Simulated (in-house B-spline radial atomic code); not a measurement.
A fraction x of an electron is removed from 2p in Mg3+, starting from [He] 2s2 2p5 and keeping the highest spin. Method: non-relativistic LDA PW92, spin-polarised, spherical fractional occupations, point nucleus. Calculated with an all-electron radial atomic-structure program (B-spline basis).

| x | E(x) - E(0) (eV) | 2p down level (eV) |
| --- | --- | --- |
| 0 | 0.0000 | -94.835 |
| 0.16 | 15.5496 | -99.545 |
| 0.29 | 28.7416 | -103.415 |
| 0.44 | 44.5915 | -107.926 |
| 0.5 | 51.1215 | -109.743 |
| 0.54 | 55.5356 | -110.959 |
| 0.72 | 76.0030 | -116.468 |
| 0.79 | 84.2313 | -118.627 |
| 0.99 | 108.5770 | -124.841 |
| 1 | 109.8269 | -125.154 |

The exact functional would give a straight line between the two integer points. Deviations E(x) - E(0) - x[E(1) - E(0)], in eV: -2.023 at x = 0.16, -3.108 at x = 0.29, -3.732 at x = 0.44, -3.792 at x = 0.5, -3.771 at x = 0.54, -3.072 at x = 0.72, -2.532 at x = 0.79, -0.152 at x = 0.99.

The curve lies below the straight line by up to 3.792 eV (at x = 0.5): convex, the delocalisation error that favours fractional charges.

(1) How well does Slater's transition state (minus the level at half occupation) give the ionisation energy?

Results:

(1) It gives 109.743 eV against 109.827 eV from the two total energies; NIST lists 109.27 eV, ground level to ground level.
